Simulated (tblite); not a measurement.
Species: C5H10P2.
Cartesian coordinates in Å at the GFN2-xTB level; atoms count from 1:
```
atom  x, y, z in Å
C1    -3.469    0.733   -0.015
C2    -2.300    0.923    0.160
C3    -0.888    1.115    0.372
P4    -0.118   -0.431    1.090
C5    -0.370   -1.531   -0.373
C6     1.667    0.048    0.819
P7     2.193    0.457   -0.928
H8    -4.496    0.588   -0.172
H9    -0.730    1.933    1.082
H10   -0.388    1.357   -0.574
H11    0.197   -2.451   -0.234
H12   -1.428   -1.779   -0.435
H13   -0.056   -1.037   -1.294
H14    2.297   -0.751    1.220
H15    1.843    0.942    1.427
H16    2.530   -0.846   -1.290
H17    3.509    0.743   -0.566
```

Computed with GFN2-xTB (tblite): harmonic, unscaled wavenumbers at the GFN2-xTB geometry, gas phase. Against measured fundamentals such values can be off by several per cent, at times by over 20. Modes of hydrogen on phosphorus can be 10 to 20 % off. One conformer, not necessarily the lowest.

Harmonic wavenumbers (cm⁻¹): 52.4, 77.4, 106.5, 158.8, 171.3, 224.2, 235.5, 257.8, 298.2, 327.8, 389.2, 603.1, 623.4, 636.1, 654.9, 711.9, 735.0, 762.5, 787.4, 839.4, 863.6, 893.9, 906.9, 1007.3, 1072.4, 1096.1, 1149.3, 1159.3, 1182.0, 1311.9, 1389.4, 1405.4, 1432.9, 1446.1, 2271.2, 2285.3, 2333.3, 2886.2, 2917.9, 2930.7, 2937.1, 2955.4, 3005.5, 3012.6, 3400.7.

A = 3135, B = 958.3, C = 903.1 MHz; mass 132.026 u (most abundant isotopes); point group C1, symmetry number 1.

Question: Zero-point energy?

Answer: ½Σν̃ = 27953 cm⁻¹ = 334.39 kJ/mol.

Question: What is S at 200 K and 1 bar for an ideal gas of classical rigid rotors and harmonic oscillators?

Answer: Translation 161.46, rotation 117.03, vibration 81.49: S = 360.0 J/(mol K).

Question: And Cp and H(200 K) − H(0)?

Answer: Cp = 123.27 J/(mol K), of which vibrations give 90.01 (their classical limit is 45 R = 374.2); H(200 K) − H(0) = 15.77 kJ/mol without the zero-point energy, 9.12 from vibrations.

Question: What must be added to the electronic energy to get the Gibbs energy at 200 K and 1 bar?

Answer: ZPE + [H(200 K) − H(0)] − T·S = 334.39 + 15.77 − 72.00 = 278.16 kJ/mol.

Question: How do the functions run with temperature in this model?

Answer: 
```csv
T (K),S (J/(mol K)),Cp (J/(mol K)),H − H(0) (kJ/mol),G − H(0) (kJ/mol),ln q(vib)
150,327.6,103.0,10.11,-39.02,2.95
250,389.7,143.7,22.44,-74.98,5.68
298.15,416.6,162.8,29.83,-94.39,6.99
400,469.7,198.9,48.30,-139.57,9.70
600,560.9,250.7,93.63,-242.89,14.80
900,672.7,300.5,176.90,-428.56,21.76
```

q(vib) and H(0) count from the zero-point level.

Question: Which modes carry the vibrational entropy at 200 K?

Answer: 52.4 cm⁻¹: 16.48; 77.4 cm⁻¹: 13.29; 106.5 cm⁻¹: 10.73; 158.8 cm⁻¹: 7.65; 171.3 cm⁻¹: 7.08; 224.2 cm⁻¹: 5.19 J/(mol K); the other 39 give 21.08 together.

Hindered rotation and anharmonicity are outside this model. Other conformers, if any are populated, would add a mixing term that is left out. The structure is chiral; the term R ln 2 for an equal mix with its mirror image is left out.
